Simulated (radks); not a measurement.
Problem. Neutral caesium, [Xe] 6s1. Method: non-relativistic Kohn-Sham, exchange-only LDA, spin-polarised, spherical densities, point nucleus; computed with a radial shooting solver on a logarithmic mesh with Libxc functionals. Every spin shell is full or empty, so the densities are truly spherical. Functionals are evaluated on that one density, not self-consistently. Rank these orbital-free kinetic functionals by their error against the exact value of the orbitals, and give that value: Thomas-Fermi, TF + vW/9, TF + vW/5, LC94, APBEK, revAPBEK, Perdew 92, Thakkar, Pearson, LKT, PG1, Ernzerhof.

Solution. Exact: 7545.28 hartree. From best to worst, with 100 (|E| - |E exact|)/|E exact| (equal figures are ties): LC94 +0.04, APBEK +0.09, revAPBEK +0.26, Ernzerhof -0.44, Thakkar -0.63, Perdew 92 -0.69, TF + vW/9 -0.70, Pearson -0.92, TF + vW/5 +2.88, Thomas-Fermi -5.17, PG1 +14.46, LKT +18.45.
